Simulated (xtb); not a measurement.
xtb input (GFN1-xTB):

```bash
xtb mol.xyz --gfn 1 --sp --chrg -1 --uhf 0
```
mol.xyz:
```
6

S     -0.16296494     0.52611325     2.12450306
Si    -0.02151217     0.05079408     0.19520635
S      1.76011802    -1.06679349    -0.41507719
Cl    -0.09423095     1.69119502    -1.16458272
Cl    -1.53610748    -1.18791934    -0.64246077
H      2.46247424    -0.61592014     0.63603630
```

End of the output:

```
         :::::::::::::::::::::::::::::::::::::::::::::::::::::
         ::                     SUMMARY                     ::
         :::::::::::::::::::::::::::::::::::::::::::::::::::::
         :: total energy             -18.764197454594 Eh    ::
         :: gradient norm              0.023670091937 Eh/a0 ::
         :: HOMO-LUMO gap              6.270495822366 eV    ::
         ::.................................................::
         :: SCC energy               -18.817833967887 Eh    ::
         :: -> electrostatic           0.116539568818 Eh    ::
         :: repulsion energy           0.057734662350 Eh    ::
         :: dispersion energy         -0.004098149057 Eh    ::
         :: halogen bond corr.         0.000000000000 Eh    ::
         :: add. restraining           0.000000000000 Eh    ::
         :: total charge              -1.000000000000 e     ::
         :::::::::::::::::::::::::::::::::::::::::::::::::::::

           -------------------------------------------------
          |                Property Printout                |
           -------------------------------------------------

    * Orbital Energies and Occupations

         #    Occupation            Energy/Eh            Energy/eV
      -------------------------------------------------------------
         1        2.0000           -0.7185235             -19.5520
       ...           ...                  ...                  ...
         4        2.0000           -0.6037319             -16.4284
         5        2.0000           -0.3905647             -10.6278
         6        2.0000           -0.3486616              -9.4876
         7        2.0000           -0.3251731              -8.8484
         8        2.0000           -0.3232081              -8.7949
         9        2.0000           -0.3159922              -8.5986
        10        2.0000           -0.3076428              -8.3714
        11        2.0000           -0.2931854              -7.9780
        12        2.0000           -0.2811171              -7.6496
        13        2.0000           -0.2414928              -6.5714
        14        2.0000           -0.2342618              -6.3746
        15        2.0000           -0.2031739              -5.5286
        16        2.0000           -0.2003688              -5.4523 (HOMO)
Note: The following floating-point exceptions are signalling: IEEE_DENORMAL
normal termination of xtb
        17                          0.0300677               0.8182 (LUMO)
        18                          0.0324747               0.8837
        19                          0.0386592               1.0520
        20                          0.0457438               1.2448
        21                          0.0798400               2.1726
        22                          0.1169838               3.1833
        23                          0.1437377               3.9113
        24                          0.1467805               3.9941
        25                          0.1496276               4.0716
        26                          0.1502849               4.0895
        27                          0.1504395               4.0937
       ...                                ...                  ...
        47                          1.4231361              38.7255
      -------------------------------------------------------------
                  HL-Gap            0.2304365 Eh            6.2705 eV
             Fermi-level           -0.0851506 Eh           -2.3171 eV

  Mulliken/CM5 charges         n(s)   n(p)   n(d)
     1S    -0.43196 -0.39738   1.878  4.568 -0.014
     2Si    0.30275  0.16914   1.032  1.542  1.123
     3S    -0.28489 -0.32877   1.899  4.397 -0.011
     4Cl   -0.34237 -0.30641   1.913  5.437 -0.008
     5Cl   -0.33440 -0.29800   1.912  5.430 -0.007
     6H     0.09086  0.16142   0.909  0.000  0.000

Wiberg/Mayer (AO) data.
largest (>0.10) Wiberg bond orders for each atom

 ---------------------------------------------------------------------------
     #   Z sym  total        # sym  WBO       # sym  WBO       # sym  WBO
 ---------------------------------------------------------------------------
     1  16 S    2.215 --     2 Si   2.043
     2  14 Si   5.213 --     1 S    2.043     3 S    1.112     5 Cl   1.020
                             4 Cl   1.002
     3  16 S    2.176 --     2 Si   1.112     6 H    0.957
     4  17 Cl   1.092 --     2 Si   1.002
     5  17 Cl   1.105 --     2 Si   1.020
     6   1 H    1.019 --     3 S    0.957
 ---------------------------------------------------------------------------

Topologies differ in total number of bonds
Writing topology from bond orders to xtbtopo.mol

 dipole moment from electron density (au)
     X       Y       Z
   0.7461  -0.3543  -0.6118  total (Debye):    2.613

           -------------------------------------------------
          | TOTAL ENERGY              -18.764197454594 Eh   |
          | GRADIENT NORM               0.023670091937 Eh/α |
          | HOMO-LUMO GAP               6.270495822366 eV   |
           -------------------------------------------------

------------------------------------------------------------------------
------------------------------------------------------------------------
 total:
 SCF:
```

It need not be the lowest isomer of its formula. Whether it binds its extra electron was not tested at this geometry.
